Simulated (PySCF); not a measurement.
## Dipole response of Ag²⁺ (silver, charge +2)

[Kr] 4d8 5s1, high-spin 4F determinant (an excited configuration). Computed with PySCF 2.14 in x2c-TZVPPall with one added diffuse shell each of s, p, d, f type (9s7p7d3f1g, 95 functions), with scalar relativity by spin-free X2C-1e. Coupled (time-dependent) response in atomic units; α is the mean over directions.

```json
{"method": "UHF", "mean α (bohr³)": "20.62", "C₆ (like pair)": "106.0", "S(−4)": "322.2"}
{"method": "PBE", "mean α (bohr³)": "15.89", "C₆ (like pair)": "83.10", "S(−4)": "157.1"}
{"method": "PBE0", "mean α (bohr³)": "16.81", "C₆ (like pair)": "87.20", "S(−4)": "185.1"}
```

S(−4) is the Cauchy moment in α(ω) = α(0) + S(−4) ω² + …

Spin-orbit coupling is absent.

α(iu) at PBE:

```csv
u (hartree),α(iu) (bohr³)
0,15.89
0.0500,15.51
0.100,14.51
0.200,11.79
0.300,9.412
0.500,6.496
0.750,4.678
1.00,3.651
1.50,2.483
2.00,1.818
3.00,1.090
5.00,0.5063
```

A single London oscillator, α(iu) = α/(1 + u²/ω²), gives C₆ = (3/4) ω α². Matching the computed C₆ needs ω = 4 × 83.10 / (3 × 15.89²) = 0.439 hartree.

For an ion, C₆ is the dispersion term alone; charge-induced terms of lower order in 1/R come first.
